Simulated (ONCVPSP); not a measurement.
Configuration tests for Ti (ONCV)

titanium (Ti), optimised norm-conserving Vanderbilt (ONCV), made with ONCVPSP 4.0.1 (PBE, fully relativistic). Core [Ne], reference 3s2 3p6 3d2 4s1.5 (charge +0.5). Waves: 3s+4s: rc 1.70 bohr, ncon 4, nbas 9, qcut 8.4 1/bohr, 2 projectors; 3p: rc 1.05 bohr, ncon 3, nbas 8, qcut 8.3 1/bohr, 2 projectors, debl 3.7 Ha; 3d: rc 1.85 bohr, ncon 4, nbas 9, qcut 6.7 1/bohr, 2 projectors, debl 3.3 Ha; f scattering state at 0.33 Ha: rc 1.95 bohr, ncon 4, nbas 7, qcut 6.6 1/bohr, 2 projectors, debl 0.8 Ha. Local part: polynomial inside 1.00 bohr (lpopt 5, dvloc0 1 Ha). Core correction: none.

Open shells are filled in proportion to 2j + 1.

Energies are relative to the spin-unpolarised reference configuration 3s2 3p6 3d2 4s1.5; without spin polarisation the order of configurations can differ from experiment.

Q: Give the all-electron excitation energy and the error of the potential for: 3s2 3p6 3d2 4s2; 3s2 3p6 3d2 4s1; 3s2 3p6 3d2 4s0; 3s2 3p6 3d2.5 4s1.5.

A:

| valence configuration | charge | ΔE all-electron (eV) | error AE − PS (meV) |
| --- | --- | --- | --- |
| 3s2 3p6 3d2 4s2 | 0 | -2.937 | +0.2 |
| 3s2 3p6 3d2 4s1 | +1 | 4.410 | +0.2 |
| 3s2 3p6 3d2 4s0 | +2 | 17.982 | +1.0 |
| 3s2 3p6 3d2.5 4s1.5 | 0 | -2.584 | +6.9 |

Levels in the configuration 3s2 3p6 3d2.5 4s1.5:

```
   level  all-electron (eV)  pseudo (eV)
3s j=1/2            -60.727      -60.749
3p j=3/2            -36.831      -36.842
3p j=1/2            -37.481      -37.491
3d j=5/2             -2.871       -2.890
3d j=3/2             -2.912       -2.932
4s j=1/2             -4.042       -4.034
```
